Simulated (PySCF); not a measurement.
PySCF input for Al(Cl)2(NH3) (AlCl2H3N), SMILES [NH3]->[Al]([Cl])[Cl] (connectivity only; charge and spin as stated), neutral, multiplicity 2, PBE0-D3(BJ)/def2-SVP. 

```python
import numpy as np
from pyscf import gto, scf, dft
from pyscf.geomopt import geometric_solver

mol = gto.M(
    atom='''
    Al    0.71657215    0.13099962   -0.00000000
    Cl   -0.22414003    0.57493905    1.80394967
    Cl   -0.22414003    0.57493903   -1.80394968
    N    -0.11820261   -2.02997443    0.00000002
    H    -1.12945772   -1.90757056    0.00000001
    H     0.13109963   -2.56676540   -0.82528141
    H     0.13109963   -2.56676539    0.82528145
    ''',
    basis='def2-SVP',
    charge=0,
    spin=1,
    max_memory=1600,
    verbose=3,
)
mf = dft.UKS(mol, xc='pbe0').density_fit(auxbasis='def2-universal-jkfit')
mf.disp = 'd3bj'
mf.grids.level = 3
mf.conv_tol = 1e-9
mf.max_cycle = 100
mf.kernel()
fine, coarse = mf.grids, dft.Grids(mol).set(level=1).build(with_non0tab=True)
for _ in range(3):  # follow internal instabilities
    mf.grids = coarse
    mo, _, stable, _ = mf.stability(return_status=True, nroots=4)
    mf.grids = fine
    if stable:
        break
    mf.kernel(mf.make_rdm1(mo, mf.mo_occ))
grad = mf.nuc_grad_method()
grad.grid_response = mol.nao <= 150
conv, mol_eq = geometric_solver.kernel(grad, convergence_set='GAU_TIGHT', maxsteps=100)
print(mol_eq.tostring(format='xyz'))
mf.reset(mol_eq)
mf.kernel()
```

Output:

```
[...]
6 H     0.0000362636     0.0001901944     0.0004719882
----------------------------------------------
cycle 4: E = -1218.64755055  dE = -0.000121091  norm(grad) = 0.00324981
Step    3 : Displace = 1.591e-02/2.650e-02 (rms/max) Trust = 2.000e-01 (+) Grad = 1.228e-03/2.479e-03 (rms/max) E (change) = -1218.6475505463 (-1.211e-04) Quality = 0.913
Hessian Eigenvalues: 2.97003e-02 5.00000e-02 5.00000e-02 ... 4.45768e-01 4.50522e-01 4.53360e-01

Geometry optimization cycle 5
Cartesian coordinates (Angstrom)
 Atom        New coordinates             dX        dY        dZ
  Al   0.685346  -0.025440   0.000000   -0.008603 -0.005114 -0.000000
  Cl  -0.317755   0.546450   1.822014   -0.009391  0.008995 -0.004568
  Cl  -0.317755   0.546450  -1.822014   -0.009391  0.008995  0.004568
   N  -0.048821  -1.950576   0.000000    0.008731 -0.003760  0.000000
   H  -1.068855  -1.865489   0.000000    0.009226 -0.005760  0.000000
   H   0.211745  -2.485227  -0.829780    0.009278 -0.003824  0.001514
   H   0.211745  -2.485227   0.829780    0.009278 -0.003824 -0.001514
converged SCF energy = -1218.64760233832  <S^2> = 0.75094756  2S+1 = 2.0009473
--------------- DFUKS_Scanner gradients ---------------
         x                y                z
0 Al     0.0012051475    -0.0002521822    -0.0000000002
1 Cl    -0.0005574981    -0.0000727864     0.0010166922
2 Cl    -0.0005574980    -0.0000727863    -0.0010166923
3 N    -0.0000029533    -0.0007438441     0.0000000004
4 H     0.0004696895     0.0002281951    -0.0000000000
5 H    -0.0002784438     0.0004567019     0.0004410243
6 H    -0.0002784439     0.0004567019    -0.0004410245
----------------------------------------------
cycle 5: E = -1218.64760234  dE = -5.1792e-05  norm(grad) = 0.00245005
Step    4 : Displace = 8.104e-03/1.186e-02 (rms/max) Trust = 2.828e-01 (+) Grad = 9.260e-04/1.231e-03 (rms/max) E (change) = -1218.6476023383 (-5.179e-05) Quality = 1.253
Hessian Eigenvalues: 1.92672e-02 5.00000e-02 5.00000e-02 ... 4.50522e-01 4.50951e-01 4.83371e-01

Geometry optimization cycle 6
Cartesian coordinates (Angstrom)
 Atom        New coordinates             dX        dY        dZ
  Al   0.679249  -0.025316   0.000000   -0.006097  0.000124  0.000000
  Cl  -0.322615   0.556569   1.815928   -0.004860  0.010119 -0.006086
  Cl  -0.322615   0.556569  -1.815928   -0.004860  0.010119  0.006086
   N  -0.045442  -1.955561   0.000000    0.003379 -0.004985 -0.000000
   H  -1.066355  -1.878452   0.000000    0.002499 -0.012963 -0.000000
   H   0.219351  -2.489827  -0.829191    0.007606 -0.004600  0.000589
   H   0.219351  -2.489827   0.829191    0.007606 -0.004600 -0.000589
converged SCF energy = -1218.64762949692  <S^2> = 0.7509423  2S+1 = 2.0009421
--------------- DFUKS_Scanner gradients ---------------
         x                y                z
0 Al     0.0003939711    -0.0000862486     0.0000000001
1 Cl    -0.0002528404     0.0000464808     0.0003877719
2 Cl    -0.0002528404     0.0000464806    -0.0003877718
3 N     0.0001396505    -0.0005600055    -0.0000000001
4 H     0.0003116046     0.0002935166    -0.0000000000
5 H    -0.0001697728     0.0001298879     0.0002949082
6 H    -0.0001697727     0.0001298882    -0.0002949083
----------------------------------------------
cycle 6: E = -1218.6476295  dE = -2.71586e-05  norm(grad) = 0.00117356
Step    5 : Displace = 8.547e-03/1.347e-02 (rms/max) Trust = 3.000e-01 (+) Grad = 4.436e-04/5.772e-04 (rms/max) E (change) = -1218.6476294969 (-2.716e-05) Quality = 1.321
Hessian Eigenvalues: 1.36680e-02 5.00000e-02 5.00000e-02 ... 4.50522e-01 4.51371e-01 4.63899e-01

Geometry optimization cycle 7
Cartesian coordinates (Angstrom)
 Atom        New coordinates             dX        dY        dZ
  Al   0.675983  -0.027074  -0.000000   -0.003266 -0.001758 -0.000000
  Cl  -0.324290   0.561422   1.812090   -0.001675  0.004854 -0.003838
  Cl  -0.324290   0.561422  -1.812090   -0.001675  0.004854  0.003838
   N  -0.046007  -1.956117   0.000000   -0.000565 -0.000556  0.000000
   H  -1.068057  -1.890955   0.000000   -0.001701 -0.012504  0.000000
   H   0.224894  -2.488597  -0.829050    0.005544  0.001230  0.000140
   H   0.224894  -2.488597   0.829050    0.005544  0.001230 -0.000140
converged SCF energy = -1218.64763720877  <S^2> = 0.75093801  2S+1 = 2.0009378
--------------- DFUKS_Scanner gradients ---------------
         x                y                z
0 Al     0.0000539787    -0.0002270719    -0.0000000005
1 Cl    -0.0000690812    -0.0000141093    -0.0001347135
2 Cl    -0.0000690812    -0.0000141089     0.0001347134
3 N     0.0000154666     0.0003303179     0.0000000010
4 H     0.0000472513     0.0000708470    -0.0000000001
5 H     0.0000107330    -0.0000729373    -0.0000219106
6 H     0.0000107328    -0.0000729376     0.0000219103
----------------------------------------------
cycle 7: E = -1218.64763721  dE = -7.71185e-06  norm(grad) = 0.000478691
Step    6 : Displace = 5.905e-03/1.057e-02 (rms/max) Trust = 3.000e-01 (=) Grad = 1.809e-04/3.307e-04 (rms/max) E (change) = -1218.6476372088 (-7.712e-06) Quality = 0.986
Hessian Eigenvalues: 1.20982e-02 5.00000e-02 5.00000e-02 ... 4.50522e-01 4.51815e-01 4.72731e-01

Geometry optimization cycle 8
Cartesian coordinates (Angstrom)
 Atom        New coordinates             dX        dY        dZ
  Al   0.674549  -0.025336   0.000000   -0.001433  0.001738  0.000000
  Cl  -0.323603   0.562936   1.812992    0.000687  0.001514  0.000903
  Cl  -0.323603   0.562936  -1.812992    0.000687  0.001514 -0.000903
   N  -0.046593  -1.957425   0.000000   -0.000586 -0.001308 -0.000000
   H  -1.068848  -1.894907   0.000000   -0.000791 -0.003952 -0.000000
   H   0.225622  -2.489144  -0.829075    0.000728 -0.000547 -0.000025
   H   0.225622  -2.489144   0.829075    0.000728 -0.000547  0.000025
converged SCF energy = -1218.64763877168  <S^2> = 0.75093932  2S+1 = 2.0009391
--------------- DFUKS_Scanner gradients ---------------
         x                y                z
0 Al     0.0000243104     0.0001221478     0.0000000004
1 Cl    -0.0000011769    -0.0000122853    -0.0001311886
2 Cl    -0.0000011769    -0.0000122857     0.0001311887
3 N    -0.0000062667    -0.0000243456    -0.0000000009
4 H    -0.0000117999     0.0000372496     0.0000000001
5 H    -0.0000019451    -0.0000552405    -0.0000270385
6 H    -0.0000019448    -0.0000552402     0.0000270387
----------------------------------------------
cycle 8: E = -1218.64763877  dE = -1.56291e-06  norm(grad) = 0.000244884
Step    7 : Displace = 2.088e-03/3.578e-03 (rms/max) Trust = 3.000e-01 (=) Grad = 9.256e-05/1.318e-04 (rms/max) E (change) = -1218.6476387717 (-1.563e-06) Quality = 1.092
Hessian Eigenvalues: 1.15912e-02 4.99192e-02 5.00000e-02 ... 4.50522e-01 4.52430e-01 4.67821e-01

Geometry optimization cycle 9
Cartesian coordinates (Angstrom)
 Atom        New coordinates             dX        dY        dZ
  Al   0.673644  -0.025275  -0.000000   -0.000906  0.000061 -0.000000
  Cl  -0.323106   0.562712   1.814135    0.000497 -0.000224  0.001143
  Cl  -0.323106   0.562712  -1.814135    0.000497 -0.000224 -0.001143
   N  -0.047075  -1.957151   0.000000   -0.000482  0.000275  0.000000
   H  -1.069437  -1.896441   0.000000   -0.000589 -0.001534  0.000000
   H   0.226099  -2.488257  -0.829111    0.000477  0.000887 -0.000036
   H   0.226099  -2.488257   0.829111    0.000477  0.000887  0.000036
converged SCF energy = -1218.64763936242  <S^2> = 0.7509399  2S+1 = 2.0009397
--------------- DFUKS_Scanner gradients ---------------
         x                y                z
0 Al     0.0000297346     0.0000662291    -0.0000000003
1 Cl    -0.0000015421    -0.0000072248    -0.0000467431
2 Cl    -0.0000015421    -0.0000072245     0.0000467430
3 N    -0.0000016793    -0.0000301699     0.0000000006
4 H    -0.0000177979     0.0000069259    -0.0000000001
5 H    -0.0000035864    -0.0000142677    -0.0000180014
6 H    -0.0000035866    -0.0000142680     0.0000180012
----------------------------------------------
cycle 9: E = -1218.64763936  dE = -5.90737e-07  norm(grad) = 0.000110037
Step    8 : Displace = 1.120e-03/1.574e-03 (rms/max) Trust = 3.000e-01 (=) Grad = 4.159e-05/7.260e-05 (rms/max) E (change) = -1218.6476393624 (-5.907e-07) Quality = 1.353
Hessian Eigenvalues: 1.09277e-02 4.89762e-02 5.00000e-02 ... 4.50522e-01 4.52292e-01 4.65585e-01

Geometry optimization cycle 10
Cartesian coordinates (Angstrom)
 Atom        New coordinates             dX        dY        dZ
  Al   0.672921  -0.025336   0.000000   -0.000723 -0.000061  0.000000
  Cl  -0.323001   0.562650   1.814735    0.000105 -0.000062  0.000600
  Cl  -0.323001   0.562650  -1.814735    0.000105 -0.000063 -0.000600
   N  -0.047178  -1.956979   0.000000   -0.000103  0.000171 -0.000000
   H  -1.069584  -1.897301   0.000000   -0.000147 -0.000861 -0.000000
   H   0.226565  -2.487788  -0.829087    0.000466  0.000469  0.000024
   H   0.226565  -2.487788   0.829087    0.000466  0.000469 -0.000024
converged SCF energy = -1218.64763946617  <S^2> = 0.75094007  2S+1 = 2.0009399
--------------- DFUKS_Scanner gradients ---------------
         x                y                z
0 Al     0.0000022999    -0.0000009843     0.0000000010
1 Cl     0.0000018603     0.0000010660    -0.0000007976
2 Cl     0.0000018602     0.0000010652     0.0000007979
3 N     0.0000013580    -0.0000051256    -0.0000000020
4 H    -0.0000015362    -0.0000010083     0.0000000002
5 H    -0.0000029214     0.0000024930    -0.0000001554
6 H    -0.0000029208     0.0000024939     0.0000001559
----------------------------------------------
cycle 10: E = -1218.64763947  dE = -1.03747e-07  norm(grad) = 8.81841e-06
Step    9 : Displace = 5.902e-04/7.541e-04 (rms/max) Trust = 3.000e-01 (=) Grad = 3.333e-06/5.302e-06 (rms/max) E (change) = -1218.6476394662 (-1.037e-07) Quality = 1.027
Hessian Eigenvalues: 1.07973e-02 4.76210e-02 5.00000e-02 ... 4.50522e-01 4.52276e-01 4.66202e-01

Geometry optimization cycle 11
Cartesian coordinates (Angstrom)
 Atom        New coordinates             dX        dY        dZ
  Al   0.672859  -0.025321  -0.000000   -0.000062  0.000015 -0.000000
  Cl  -0.323054   0.562659   1.814743   -0.000053  0.000009  0.000008
  Cl  -0.323054   0.562659  -1.814743   -0.000053  0.000009 -0.000008
   N  -0.047137  -1.956982   0.000000    0.000040 -0.000002  0.000000
   H  -1.069545  -1.897344   0.000000    0.000039 -0.000043  0.000000
   H   0.226637  -2.487788  -0.829081    0.000072  0.000000  0.000006
   H   0.226637  -2.487788   0.829081    0.000072  0.000000 -0.000006
converged SCF energy = -1218.64763946712  <S^2> = 0.75094008  2S+1 = 2.0009399
--------------- DFUKS_Scanner gradients ---------------
         x                y                z
0 Al    -0.0000018856    -0.0000055135    -0.0000000007
1 Cl     0.0000024678     0.0000020781    -0.0000001034
2 Cl     0.0000024677     0.0000020794     0.0000001025
3 N    -0.0000013175    -0.0000020857     0.0000000027
4 H     0.0000029303     0.0000004380    -0.0000000002
5 H    -0.0000023310     0.0000015024     0.0000025022
6 H    -0.0000023318     0.0000015013    -0.0000025030
----------------------------------------------
cycle 11: E = -1218.64763947  dE = -9.57925e-10  norm(grad) = 9.87776e-06
Step   10 : Displace = 1.848e-05/2.995e-05 (rms/max) Trust = 3.000e-01 (=) Grad = 3.733e-06/5.827e-06 (rms/max) E (change) = -1218.6476394671 (-9.579e-10) Quality = 1.416
Hessian Eigenvalues: 1.07973e-02 4.76210e-02 5.00000e-02 ... 4.50522e-01 4.52276e-01 4.66202e-01
Converged! =D

7
XYZ from PySCF
Al          0.67285933       -0.02532116       -0.00000001
Cl         -0.32305355        0.56265884        1.81474296
Cl         -0.32305355        0.56265883       -1.81474298
N          -0.04713706       -1.95698155        0.00000003
H          -1.06954537       -1.89734389        0.00000002
H           0.22663726       -2.48778770       -0.82908099
H           0.22663725       -2.48778771        0.82908105
converged SCF energy = -1218.64763946732  <S^2> = 0.75094007  2S+1 = 2.0009398
```

Self-consistency was reached.
